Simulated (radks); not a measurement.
Numerical settings for neutral fluorine, [He] 2s2 2p5. Method: Dirac Kohn-Sham, PBE, spin-unpolarised, spherical densities, finite nucleus; open shells fill j = l - 1/2 first; Fermi nuclear charge, rms radius 2.8976 fm; computed with a radial shooting solver on a logarithmic mesh with Libxc functionals. The defaults (mesh step 0.008 in ln r, mesh end at 40 bohr or more with all orbitals vanishing there, Anderson mixing 0.5 over 9 steps, residual threshold near 1e-9 with the energy settled to 1e-9 hartree or 1e-11 of itself, here a cap of 73 iterations) give E = -99.7451 hartree and 2p3/2 at -11.086 eV in 14 iterations. Run on one thread of a shared host, so times are rough (Intel(R) Xeon(R) 6975P-C): 0.03 s of CPU time, 0.03 s wall, 14 iterations on 2208 mesh points. Changes against that run (0 stands for a change within the tolerance of the run):

| setting | iterations | converged | E (mhartree) | e(2p3/2) (meV) | CPU (s) |
|---|---|---|---|---|---|
| mesh step in ln r 0.03 | 14 | yes | 0 | 0 | 0.01 |
| mesh step in ln r 0.2 | 73 | no | -6.04e+05 | - | 0.07 |
| mesh step in ln r 0.12 | 27 | no | diverged | - | 0.03 |
| mesh end (bohr) 8 | 14 | yes | +0.0151 | +2.04 | 0.03 |
| mesh end (bohr) 1 | 13 | level above zero | +2.66e+04 | +1.7e+05 | 0.02 |
| residual threshold 1e-13 | 73 | no | 0 | 0 | 0.1 |
| residual threshold 0.01 | 10 | yes | 0 | +0.193 | 0.03 |
| mixing 1 | 12 | yes | 0 | 0 | 0.03 |
| linear mixing, mixing 1 | 73 | no | +3.91e+03 | -1.31e+05 | 0.41 |
| linear mixing, mixing 0.2 | 73 | no | 0 | 0 | 0.12 |
| mixing history 3 | 17 | yes | 0 | 0 | 0.04 |
| iteration cap 8 | 8 | no | 0 | +0.393 | 0.02 |

Settled on a wrong energy, with an occupied level pushed above zero by the early mesh end: mesh end (bohr) 1 (+26.6 hartree). Apart from these: no run marked as converged misses the energy by more than 1 mhartree. A mesh that ends early acts as a hard wall.
